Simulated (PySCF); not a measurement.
# Excitation energy of Ni²⁺ by level of theory

Ni²⁺ [Ar] 3d8 (3F) → Ni²⁺ [Ar] 3d7 4s1, s spin flipped, as a difference of total energies. Computed with PySCF 2.14 in aug-cc-pVDZ, with no relativity, point nucleus. Correlated levels: valence: [Ar] frozen. The calculations carry no spin-orbit coupling.

```csv
method,excitation energy (cm⁻¹)
UHF,53152
MP2 (valence),65084
SCS-MP2 (valence),64207
```

The upper determinant mixes two multiplicities, so it lies between the two terms.

The coupled-cluster amplitudes are large for the upper state (T1 above 0.03 or a double amplitude above 0.15), so a single reference is strained.
